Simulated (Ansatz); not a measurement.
Cost and result for the atomization energy of C3H7GaS, SMILES `C/C=[CH]\[GaH][SH]` (12 atoms, 11 bonds).

Z-matrix (Å, degrees):
```
C
C 1 1.489
H 1 1.095 2 110.7
H 1 1.095 2 110.4 3 -117.4
H 1 1.091 2 112.5 3 121.6
C 2 1.335 1 127.3 3 -119.4
H 2 1.092 1 114.4 3 61.5
Ga 6 1.946 2 128.0 1 -0.0
H 6 1.090 2 116.4 1 -177.8
S 8 2.210 6 122.3 2 40.1
H 8 1.563 6 124.4 2 -142.7
H 10 1.343 8 95.4 6 3.0
```

Charge 0, multiplicity 1. Correlated methods include outer-core shells of Ga, which these sets cover unevenly. Scalar relativity is left out up to krypton. The structure was optimised at the PBE0-D4/def2-TZVP level. It is one conformer, not always the lowest. Program: Ansatz. All runs use 4 threads of an Intel Xeon on a shared host. Times are those of one run each, without the atoms' runs, and a repeat can differ threefold. Electronic energies, without spin–orbit coupling; frozen cores. CCSD(T)/CBS adds CCSD(T) − MP2 in def2-TZVPP to the MP2 limit, and its time is that of the two runs behind it. T1 = 0.013. With those shells the extrapolation isn't a true limit. B3LYP takes the VWN-RPA correlation (the form of Gaussian; ORCA's B3LYP/G).

CCSD(T)/CBS is a level of theory with its own doubt, some kJ/mol a heavy atom from the limit and from the frozen cores, so smaller differences don't rank the functionals.

```csv
level,functions,wall time,atomization (kJ/mol),difference from CCSD(T)/CBS,per bond
PBE-D4/def2-TZVPP (with forces),281,6.5 s,4425.6,72.0,6.5
PBE0-D4/def2-TZVPP,281,9 s,4370.6,17.0,1.5
r2SCAN-D4/def2-TZVPP (with forces),281,10 s,4370.6,17.0,1.5
B3LYP-D4/def2-TZVPP (with forces),281,14 s,4336.1,-17.5,-1.6
B2PLYP/def2-TZVPP,281,16 s,4295.8,-57.8,-5.3
ωB97X-V/def2-TZVPP,281,18 s,4358.0,4.4,0.4
ωB97M-V/def2-TZVPP (with forces),281,27 s,4355.0,1.4,0.1
MP2/def2-QZVPP,540,67 s,4364.7,11.1,1.0
CCSD(T)/def2-TZVPP,281,6.8 min,4260.3,-93.3,-8.5
CCSD(T)/CBS(def2),–,7.9 min,4353.6,0.0,0.0
```

The D4 term adds +46.3 kJ/mol with B3LYP and +24.6 kJ/mol with PBE0; it sums over pairs of atoms, weighted by their polarisabilities, and B3LYP, whose exchange is more repulsive, gets the larger term. In def2-TZVPP, CCSD(T) changes the Hartree–Fock value by +1035.2 kJ/mol (the triples alone add +65.2 kJ/mol) and MP2 by +1085.4 kJ/mol; breaking electron pairs costs correlation energy, which Hartree–Fock lacks. From PBE to PBE0 (25 % exact exchange), in def2-TZVPP and without D4, the atomization energy moves by −50.9 kJ/mol: exact exchange takes away binding that semilocal exchange gives to molecules.
